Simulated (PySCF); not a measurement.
A survey of ²⁹Si NMR shifts

Method: geometry: GFN2-xTB, NMR shieldings at PBE0/pcSseg-1/GIAO, in PySCF 2.14 (one conformer, non-relativistic, isolated molecule, fast rotation and ring inversion assumed for equivalent nuclei).

Shieldings were converted by a linear fit to measured shifts: ²⁹Si (scatter 8.9 ppm rms, 25.8 ppm with the 6 outliers that the fit left out vs TMS, solution or neat liquid). Occasional misses reach two or three times the rms, and more in compound classes unlike the fitted ones.

Q: Give the ²⁹Si shifts of `F[Si](F)(F)[SiH2]P`, `Cc1cpc([SiH3])cp1`, `F[C@]([SiH3])(Cl)C[SiH3]`, `CS[Si@@H](O)C#CC[SiH3]`, `C#C[C@](C)(F)[SiH2]O`.

A: 
```
                                               compound                        environment  δ (ppm)
               [F:1][Si:2]([F:3])([F:4])[SiH2:5][PH2:6]     Si2: silicon bonded to 3 F, Si    -41.0
               [F:1][Si:2]([F:3])([F:4])[SiH2:5][PH2:6]  Si5: silicon bonded to P, Si, 2 H    -92.7
                                      Cc1cpc([SiH3])cp1           silicon bonded to C, 3 H    -56.3
           [F:1][C@:2]([SiH3:3])([Cl:4])[CH2:5][SiH3:6]      Si3: silicon bonded to C, 3 H    -51.5
           [F:1][C@:2]([SiH3:3])([Cl:4])[CH2:5][SiH3:6]      Si6: silicon bonded to C, 3 H    -76.0
[CH3:1][S:2][Si@@H:3]([OH:4])[C:5]#[C:6][CH2:7][SiH3:8]  Si3: silicon bonded to C, O, S, H    -31.0
[CH3:1][S:2][Si@@H:3]([OH:4])[C:5]#[C:6][CH2:7][SiH3:8]      Si8: silicon bonded to C, 3 H    -63.1
                                   C#C[C@](C)(F)[SiH2]O        silicon bonded to C, O, 2 H    -26.2
```

Q: Match the shifts -14.4, -30.3, -54.0 ppm to `CO[SiH](OC)C(F)(F)C(F)(F)F`, `C=CC(=O)[Si@@H](C)F`, `C=C1C[C@H]1O[SiH2]F`.

A: -14.4: C=CC(=O)[Si@@H](C)F (silicon bonded to 2 C, F, H); -30.3: C=C1C[C@H]1O[SiH2]F (silicon bonded to F, O, 2 H); -54.0: CO[SiH](OC)C(F)(F)C(F)(F)F (silicon bonded to C, 2 O, H).
